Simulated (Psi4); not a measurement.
water (H2O), singlet, at a GFN2-xTB geometry. Base run: B3LYP/cc-pVTZ run with Psi4 1.11.

Psi4 was given this input:
```
memory 2 GB

molecule {
0 1
  O     0.00956971    0.00206403    0.11338892
  H    -0.05579359    0.76362201   -0.46612807
  H    -0.02076411   -0.78013425   -0.44098332
}

set basis cc-pvtz

energy('b3lyp')
print_variables()
```

Variants of this job, named by their change:

```tsv
change	ΔE vs base (mEh)	point group used	SCF cycles
base	0.000	cs	7
molecule keys = symmetry c1	0.000	c1	7
molecule keys = symmetry c1, no_reorient, no_com	0.000	c1	7
jitter_ang = 0.002	0.059	cs	7
molecule keys = no_reorient	0.000	c1	7
```
